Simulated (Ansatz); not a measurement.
`FC[SiH2]CBr` and `FC[SiH2][SiH3]` differ in one atom or group.

Ansatz, PBE0-D4/def2-TZVP geometries, multiplicity 1. Each molecule was computed in one conformer, which needn't be the lowest.

Scalar relativity is left out up to krypton.

| property | `FC[SiH2]CBr` |
| --- | --- |
| LUMO energy (B3LYP/def2-TZVPP) / eV | -0.72 |
| size of the dipole moment (PBE/def2-TZVPP) / D | 1.33 |
| HOMO–LUMO gap (B3LYP/def2-TZVPP) / eV | 6.92 |
| HOMO–LUMO gap (PBE0/def2-TZVPP) / eV | 7.42 |
| LUMO energy (PBE/def2-TZVPP) / eV | -1.44 |
| HOMO energy (PBE/def2-TZVPP) / eV | -6.62 |

Question: What does the change do to each property? (Best estimate.)

Answer: Ansatz gave: 
```tsv
property	`FC[SiH2][SiH3]`	shift
LUMO energy (B3LYP/def2-TZVPP) / eV	-0.24	0.48
size of the dipole moment (PBE/def2-TZVPP) / D	1.36	0.03
HOMO–LUMO gap (B3LYP/def2-TZVPP) / eV	7.83	0.91
HOMO–LUMO gap (PBE0/def2-TZVPP) / eV	8.22	0.80
LUMO energy (PBE/def2-TZVPP) / eV	-0.89	0.55
HOMO energy (PBE/def2-TZVPP) / eV	-7.04	-0.42
```

With PBE0 the HOMO falls by 0.38 eV and the LUMO rises by 0.41 eV, so the gap widens by about 0.79 eV. PBE moves the HOMO by -0.42 eV and ωB97M-V by -0.22 eV. Dipoles are sizes alone; their direction can turn.

B3LYP here is the variant with VWN-RPA as its local correlation; programs differ in this.

Spin–orbit coupling is left out; it splits and shifts lone-pair levels of the heavy atoms by tenths of an eV.
